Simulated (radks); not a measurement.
Charge is removed step by step from the 3s up level of the silicon ion Si3+, starting from [Ne] 3s(up 1, down 0). Calculated with a radial shooting solver on a logarithmic mesh with Libxc functionals: scalar-relativistic Kohn-Sham, PBE, spin-polarised, spherical densities, finite nucleus; Fermi nuclear charge, rms radius 3.1224 fm.

removed (e),E - E(0) (eV),eigenvalue (eV),E minus straight line (eV)
0,0.000,-40.402,0.000
0.125,5.133,-41.725,-0.576
0.25,10.431,-43.042,-0.987
0.375,15.893,-44.354,-1.234
0.5,21.519,-45.665,-1.317
0.625,27.309,-46.984,-1.236
0.75,33.266,-48.326,-0.989
0.875,39.392,-49.698,-0.572
1,45.673,-50.313,0.000

Removing the whole electron costs 45.673 eV by Delta-SCF, against 40.402 eV from minus the eigenvalue at the starting occupation. Slater's transition state (half an electron removed) gives 45.665 eV. Integrating minus the eigenvalue over the occupation (Janak's theorem) gives 45.659 eV. In this scalar-relativistic scheme the density is built from large components alone, so the theorem holds only approximately. The mean slope of the eigenvalue, de/dn, is 9.91 eV per electron. Ionisation energy of Si3+ in the NIST Atomic Spectra Database: 45.142 eV (measured).
